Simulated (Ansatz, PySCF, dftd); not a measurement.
System: CH3OS, charge 0, doublet. CH3OS (SMILES O=[S]C, doublet).
B3LYP-D3(BJ)/def2-TZVP minimum from Ansatz (an electronic-structure program):
```xyz
6

C     -1.3941     0.3113     0.0856
S      0.2181    -0.4773    -0.1605
O      1.2502     0.5488     0.2074
H     -1.4940     0.6074     1.1297
H     -2.1650    -0.4153    -0.1755
H     -1.4683     1.1870    -0.5589
```
Charge 0, spin multiplicity 2.

Wanted: enthalpy of formation at 298 K (by atomisation, with rigid-rotor harmonic-oscillator terms from PySCF's Hessian at B3LYP-D3(BJ)/def2-TZVP and the atoms' measured values of the G2/97 table; no spin-orbit terms), in kcal/mol. UHF or UKS for unpaired electrons; spin-orbit terms are left out. Correlated methods leave the cores frozen. Rows without X2C or -DK are non-relativistic. CBS(X,Y): correlation extrapolated as X^-3, Hartree-Fock from the larger set. A bracket is a step between two methods taken in the basis named. Functionals run without relativity, which enters their misses. 'core' is core correlation in cc-pwCVTZ (1s frozen past Ne), 'X2C' scalar relativity in cc-pVTZ-DK, both at CCSD(T). Where a partner has so few electrons that a lower coupled-cluster level is exact, that level stands in. The UHF reference of CH3OS (C[S]=O, doublet) is spin-contaminated (<S^2> up to 0.04 over the pure value in the sets run).

```
level                                                                                        program  enthalpy of formation at 298 K (kcal/mol)  difference against the last row
------------------------------------------------------------------------------------  --------------  -----------------------------------------  -------------------------------
HF/cc-pV(D+d)Z                                                                                Ansatz                                      161.8                            180.0
PBE0-D3(BJ)/def2-TZVPD                                                                Ansatz + dftd3                                      -20.6                             -2.4
r2SCANh-D4/def2-TZVPD                                                                 Ansatz + dftd4                                      -18.2                              0.0
CAM-B3LYP/def2-TZVPD                                                                          Ansatz                                      -17.3                              0.9
wB97M-V/def2-TZVPD                                                                            Ansatz                                      -19.4                             -1.2
CCSD/CBS(cc-pV(T+d)Z,cc-pV(Q+d)Z)                                                             Ansatz                                       -4.3                             13.9
CCSD(T)/cc-pV(D+d)Z                                                                           Ansatz                                       38.2                             56.4
CCSDT(Q)/cc-pV(D+d)Z                                                                          Ansatz                                       37.1                             55.3
CCSD(T)/CBS(cc-pV(T+d)Z,cc-pV(Q+d)Z) + [CCSDT(Q) - CCSD(T)]/cc-pV(D+d)Z + core + X2C          Ansatz                                      -18.2                              0.0
```
